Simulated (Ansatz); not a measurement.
`BCBCl` + `[OH][GaH2]` → `B[O][GaH2]` + `CBCl` at 298.15 K and 1 bar (ligand exchange at a B–C bond).

Gas-phase electronic energies from Ansatz, PBE0-D4/def2-TZVP geometries. CBS: MP2 limit from def2 TZ/QZ plus the TZ coupled-cluster correction, frozen cores. For Ga outer-core shells are correlated without core-valence functions, which leaves a few kJ/mol of doubt a bond. Scalar relativity is left out up to krypton. One conformer a species, not always the lowest.

```
     species  CCSD(T)/CBS energy (Eh)  H − E (kJ/mol)  S (J/(mol·K))
     `BCBCl`               -550.44841           178.2          316.1
`[OH][GaH2]`              -2000.92981            82.7          263.1
`B[O][GaH2]`              -2026.35181           117.1          314.9
      `CBCl`               -525.07110           144.9          287.1
```

H − E and S are ideal-gas, rigid-rotor, harmonic terms from PBE0-D4/def2-TZVP, for one conformer and one mirror image of each species. 1 Eh = 2625.50 kJ/mol, R = 8.31446 J/(mol·K).

By hand: ΔE, ΔH, ΔS and ΔG.

ΔE = (-2026.35181) + (-525.07110) − (-550.44841) − (-2000.92981) = -0.04469 Eh = -117.3 kJ/mol. Δ(H − E) = 117.1 + 144.9 − 178.2 − 82.7 = 1.1, so ΔH = -116.2 kJ/mol. ΔS = 314.9 + 287.1 − 316.1 − 263.1 = 22.8 J/(mol·K). ΔG = -116.2 − 298.15 × (22.8)/1000 = -123.0 kJ/mol.

By hand: the equilibrium constant, and the temperature at which ΔG would vanish if ΔH and ΔS stayed fixed.

log₁₀ K = −ΔG/(RT ln 10) = 21.5. ΔH and −TΔS have one sign here, so there is no such temperature.

ΔH outweighs TΔS. A doubt of 5 kJ/mol in ΔE shifts log₁₀ K by 0.9 here. Other conformers and mirror images would add mixing entropy, several J/(mol·K) or more a flexible species. Modes under 60 cm⁻¹, often nearly free rotors, make the harmonic entropy too high. These are equilibria of isolated gas molecules and say nothing of rates. Largest T1 diagnostic: 0.016 (customary marks: 0.02 for closed shells, 0.045 for open ones).
